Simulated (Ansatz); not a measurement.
Job for Ansatz (a first-principles code): U-CCSD(T)/def2-QZVPP on GaF+, 2S+1 = 2, a spin state set in the input, which need not be the lowest, a point of a bond scan (R = 1.713 Å). Charge +1. Files ending in .json are basis or fitting sets from the Basis Set Exchange.

Ansatz 0.2 input:
```yaml
crystal:
  periodic: [false, false, false]
  atoms:
    - {symbol: F, position_ang: [0.00000000, 0.00000000, 0.00000000]}
    - {symbol: Ga, position_ang: [0.00000000, 0.00000000, 1.71286700]}
basis:
  gaussian:
    orbitals: def2-QZVPP.json
    pivot_positions_ang: [[0.00000000, 0.00000000, 0.00000000], [0.00000000, 0.00000000, 1.71286700]]
total_charge: 1
magnetization: {spin_polarized: true, initial_magnetization: 1}
correlation: {method: ccsd_t, electrons: valence}
output: {orbitals: {seedname: ./end}}
```

Program output:

```
WARN ansatz: RAYON_NUM_THREADS=1 ignored (pool sized by the plan → 1); use --threads N
Functional definition: HF
integrals: 0.53 GiB planned
1060 factors; integrals over basis functions are off by at most 2.9e-4 eV
mean field: 0.53 GiB planned
mean field evaluation 1: about -55024.3376 eV, gradient 5.9e1 eV
mean field evaluation 2: about -55024.3379 eV, gradient 5.9e1 eV
mean field evaluation 4: about -55034.7418 eV, gradient 5.3e0 eV
mean field evaluation 8: about -55034.9439 eV, gradient 2.3e-1 eV
mean field evaluation 16: about -55034.9112 eV, gradient 2.1e0 eV
mean field evaluation 32: about -55026.7840 eV, gradient 1.9e0 eV
mean field evaluation 64: about -55033.3791 eV, gradient 4.8e0 eV
mean field evaluation 96: about -55032.1386 eV, gradient 7.0e0 eV
mean field evaluation 128: about -55026.9079 eV, gradient 4.2e-2 eV
mean field evaluation 160: about -55026.8422 eV, gradient 1.5e-1 eV
mean field evaluation 192: about -55025.5402 eV, gradient 4.8e-1 eV
mean field evaluation 224: about -55024.5458 eV, gradient 1.2e-3 eV
mean field -55034.94459162 eV, -2022.4969097169 hartree, gradient 1.9e-6 eV, S^2 0.757011; 1 other end points of the search recorded, 0 dependent functions left out
determinant -55034.94459162 eV, -2022.4969097169 hartree, with singles and doubles -55052.91866188 eV, -2023.1574446156 hartree
determinant -55031.96064071 eV, -2022.3872515434 hartree, with singles and doubles -55049.31973082 eV, -2023.0251863387 hartree
10 core orbitals not correlated
reference -55034.94459162 eV, -2022.4969097169 hartree; 10, 9 occupied and 126, 127 virtual orbitals, 1060 factors
second order -18.59425750 eV of doubles, -0.00000000 eV of singles
coupled cluster: 1.45 GiB planned
cycle   1  -17.82968176 eV  change    -2.1e0 eV  update   3.1e-2
cycle   2  -17.89179491 eV  change   -6.2e-2 eV  update   8.6e-3
cycle   3  -17.88998932 eV  change    1.8e-3 eV  update   5.4e-3
cycle   4  -17.89184591 eV  change   -1.9e-3 eV  update   1.8e-3
cycle   5  -17.89301135 eV  change   -1.2e-3 eV  update   1.1e-3
cycle   6  -17.89356048 eV  change   -5.5e-4 eV  update   4.4e-4
cycle   7  -17.89361145 eV  change   -5.1e-5 eV  update   2.1e-4
cycle   8  -17.89372665 eV  change   -1.2e-4 eV  update   9.0e-5
cycle   9  -17.89368736 eV  change    3.9e-5 eV  update   4.0e-5
cycle  10  -17.89369151 eV  change   -4.2e-6 eV  update   1.2e-5
perturbative correction -0.54923745 eV, -0.0201841039 hartree
Total energy: -55053.38752058 eV, -2023.1746748550 hartree
```

The run converged.

Cost: about 80 core-seconds (a rough figure).
